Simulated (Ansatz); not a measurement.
ytterbium atom (Yb), singlet (core potentials on Yb). Base run: B3LYP/def2-SVP in Ansatz (a quantum-chemistry and plane-wave program).

Geometry (Å):
```xyz
1

Yb     0.0000     0.0000     0.0000
```
Charge 0, spin multiplicity 1.
All else is at Ansatz's defaults.

Each row names what was changed in the base input (with any setting that the change needs).

```
change                                                                basis functions        E (Eh)
--------------------------------------------------------------------  ---------------  ------------
base                                                                               81   -1159.29487
basis = x2c-TZVPall; relativity = spin-free X2C                                   104  -14061.30641
basis = ANO-RCC-VDZP; relativity = none                                            68  -12073.57598
basis = x2c-SVPall; relativity = none                                              85  -12216.43725
basis = x2c-SVPall; relativity = spin-free X2C                                     85  -14060.70680
basis = x2c-TZVPall; relativity = spin-free X2C; nucleus = Gaussian               104  -14059.99471
basis = ANO-RCC-VDZP; relativity = spin-free X2C                                   68  -14061.04330
basis = x2c-SVPall; relativity = spin-free X2C; nucleus = Gaussian                 85  -14059.45705
basis = x2c-TZVPall; relativity = none                                            104  -13043.18455
basis = ANO-RCC-VDZP; relativity = spin-free X2C; nucleus = Gaussian               68  -14059.51141
```

Absolute energies of different levels of theory aren't comparable as measures of quality.

Ansatz warned in this series: the basis is contracted for relativity, which the run leaves out.

Basis sets contracted for a relativistic Hamiltonian are a mismatch without it, so the rows without relativity aren't non-relativistic limits. No row has spin-orbit coupling; sets with core potentials leave out the core electrons.
